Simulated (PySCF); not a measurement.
Computed with PySCF with TPSSh-D3(BJ)/def2-TZVP // B3LYP-D3(BJ)/def2-TZVP. All species are isolated molecules in the gas phase. One relaxed conformer stands for a flexible species; it need not be the lowest. Delta-SCF ions had no search for a lower state. Excitations are Tamm–Dancoff values on a coarser integration grid. The basis has no diffuse functions, so Rydberg states are missing or too high.

Reference species (SMILES): `C=C(N)N` (neutral, multiplicity 1).

```
Property                                  Value
--------------------------------------  -------
vertical ionisation energy (Delta-SCF)  7.72 eV
S1–T1 gap (TDA)                         0.99 eV
S1 excitation (TDA)                     5.29 eV
```

Changed species: `C=NCN`.

**Question.** What does the change do to the vertical ionisation energy (Delta-SCF), S1–T1 gap (TDA) and S1 excitation (TDA)?

**Answer.** the vertical ionisation energy (Delta-SCF) rises by 1.40 eV, to 9.12 eV; the S1–T1 gap (TDA) falls by 0.37 eV, to 0.62 eV; the S1 excitation (TDA) falls by 0.46 eV, to 4.83 eV.
